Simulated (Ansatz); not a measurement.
Input for Ansatz (a program for electronic structure): R-RI-MP2/def2-QZVPP on GeH4SSe (SMILES S[Se][GeH3]), a point of a torsion scan. Files ending in .json are basis or fitting sets from the Basis Set Exchange. The run froze 33 orbitals, filled d shells among them.

Ansatz 0.2 input:
```yaml
crystal:
  periodic: [false, false, false]
  atoms:
    - {symbol: S, position_ang: [2.31476178, -0.01874836, 0.63794229]}
    - {symbol: Se, position_ang: [0.58762565, -1.36208122, 0.61210883]}
    - {symbol: Ge, position_ang: [-1.12795537, 0.17848711, 0.14632676]}
    - {symbol: H, position_ang: [2.75930389, -0.28841347, -0.59146821]}
    - {symbol: H, position_ang: [-0.51664291, 1.40797424, -0.45731123]}
    - {symbol: H, position_ang: [-2.10888690, -0.42912795, -0.81248850]}
    - {symbol: H, position_ang: [-1.87196381, 0.57572808, 1.38898020]}
basis:
  gaussian:
    orbitals: def2-QZVPP.json
    fitting: {mean_field: def2-universal-JKFIT, correlation: def2-QZVPP-RIFIT.json}
magnetization: {spin_polarized: false}
correlation: {method: mp2, electrons: outside_noble_gas}
scf: {lower_state_search: off}
```

Output:

```
WARN ansatz: RAYON_NUM_THREADS=1 ignored (pool sized by the plan → 1); use --threads N
Functional definition: HF
these checks for a lower state are left out or cut short: stability, starts, cluster_reference, orbital_swaps, neighbouring_geometries, increment
integrals: 0.70 GiB planned
732 factors; integrals over basis functions are off by at most 2.4e0 eV
mean field: 1.11 GiB planned
mean field evaluation 1: about -132660.0161 eV, gradient 1.6e1 eV
mean field evaluation 2: about -132660.9738 eV, gradient 6.7e0 eV
mean field evaluation 4: about -132661.1012 eV, gradient 8.2e-1 eV
mean field -132661.10262658 eV, -4875.2056006017 hartree, gradient 1.3e-6 eV, S^2 0.000000; 0 other end points of the search recorded, 0 dependent functions left out
33 core orbitals not correlated
987 factors; their error is unknown
reference -132661.10262658 eV, -4875.2056006017 hartree; 10, 10 occupied and 325, 325 virtual orbitals, 987 factors
second order -13.38919475 eV of doubles, -0.00000000 eV of singles
Total energy: -132674.49182133 eV, -4875.6976444334 hartree
Checks for a lower state left out: stability, starts, cluster_reference, orbital_swaps, neighbouring_geometries, increment
```

The run converged.

Cost: very roughly 14 core-seconds.
